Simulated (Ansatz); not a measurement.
```tsv
atom	x (Å)	y (Å)	z (Å)
Li	1.0163	0.0000	0.0000
Li	-1.0163	0.0000	0.0000
F	0.0000	1.1891	0.0000
F	0.0000	-1.1891	0.0000
```

Basis set: cc-pVDZ (spherical functions). Frozen core: 2 orbitals. Charge 0, multiplicity 1.

Computed with Ansatz (development build ahead of 0.2.0); each method stands on the lowest determinant of its kind that the runs found. Restricted open shells among the atoms or ions are ROHF, correlated in semicanonical orbitals with singles.

Problem. Give the atomization energy at this shape (free ground-state atoms in the same class of orbitals less the molecule, no zero-point energy) of singlet Li₂F₂ by RHF-MP2, RHF.

Solution.

| method | atomization energy |
| --- | --- |
| RHF-MP2 | 1283.5 kJ/mol |
| RHF | 964.1 kJ/mol |

Caution: no unrestricted run beside it, a lower state can exist; the shape is not the minimum.
